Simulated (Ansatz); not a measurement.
Total energies of C$_{3}$H$_{9}$B, SMILES `BCCC`.

```xyz
13

B    -0.475   -0.476    2.041
C    -0.382    0.266    0.685
C     0.471   -0.339   -0.422
C     0.362    0.405   -1.742
H    -0.981    0.062    2.986
H    -0.099   -1.609    2.166
H    -0.146    1.328    0.836
H    -1.443    0.299    0.364
H     0.186   -1.387   -0.563
H     1.517   -0.358   -0.099
H     0.669    1.449   -1.631
H    -0.669    0.405   -2.108
H     0.990   -0.046   -2.514
```

The species carries charge 0 and has multiplicity 1. All single points use the PBE0-D4/def2-TZVP geometry. It is one conformer, not always the lowest. Basis def2-TZVPP, the Gaussian-basis code of Ansatz.

RPA on PBE orbitals: Hartree–Fock energy of these orbitals -143.52655 Eh, correlation -1.11464 Eh (frozen core).

```csv
functional,energy without D4 (Eh),D4 term (kJ/mol)
BLYP,-144.51799,-42.7
r2SCAN,-144.51385,-4.9
B97M-V,-144.62801,–
PBE0,-144.42305,-15.8
B3LYP,-144.63114,-30.1
r2SCAN0,-144.50717,-5.5
BHLYP,-144.52510,-20.4
CAM-B3LYP,-144.52298,-15.7
LC-ωPBE,-144.52206,–
ωB97M-V,-144.51692,–
```

Question: Give the same for LDA (SPW92), PBE, revPBE, r2SCANh, HSE06 (plane-wave form), ωB97X-V, B2PLYP, PBE-QIDH. (Estimate.)

Answer: Computed: 
| functional | energy without D4 (Eh) | D4 term (kJ/mol) |
| --- | --- | --- |
| LDA (SPW92) | -143.15800 | – |
| PBE | -144.38641 | -19.0 |
| revPBE | -144.56457 | -67.4 |
| r2SCANh | -144.51090 | -5.0 |
| HSE06 (plane-wave form) | -144.41290 | -14.5 |
| ωB97X-V | -144.57562 | – |
| B2PLYP | -144.46542 | – |
| PBE-QIDH | -144.40489 | – |

B3LYP takes the VWN-RPA correlation (the form of Gaussian; ORCA's B3LYP/G). HSE06 is the plane-wave form, built on full-range PBE exchange. The double hybrids freeze the cores in their second-order part.

LC-ωPBE has ω = 0.4 bohr⁻¹.
